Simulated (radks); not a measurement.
The mean radii <r> (bohr) of the occupied orbitals of an atom or ion are listed with their occupations. All-electron calculation, Dirac Kohn-Sham, exchange-only PBE, spin-unpolarised, spherical densities, finite nucleus; Fermi nuclear charge, rms radius of each element as measured or else 0.836 A^(1/3) + 0.57 fm. Program: a radial shooting solver on a logarithmic mesh with Libxc functionals.

orbital  occ.      <r>
1s1/2       2  0.05213
2s1/2       2   0.2350
2p1/2       2   0.2042
2p3/2       4   0.2075
3s1/2       2   0.6992
3p1/2       2   0.7200
3p3/2       4   0.7293
3d3/2       4   0.8066
3d5/2       3   0.8103

Name the element and its charge. Open shells, if any, fill j = l - 1/2 first.

Answer. Z = 29, copper, charge +4: Cu4+ in [Ar] 3d7. The 1s radius gives Z: for a bare nucleus <r> = (2 gamma + 1)/(2Z) with gamma = sqrt(1 - (Z/c)^2), 0.05094 bohr for Z = 29, and screening makes it slightly larger (0.05213 here). The occupations add up to 25, and the charge is Z minus that.
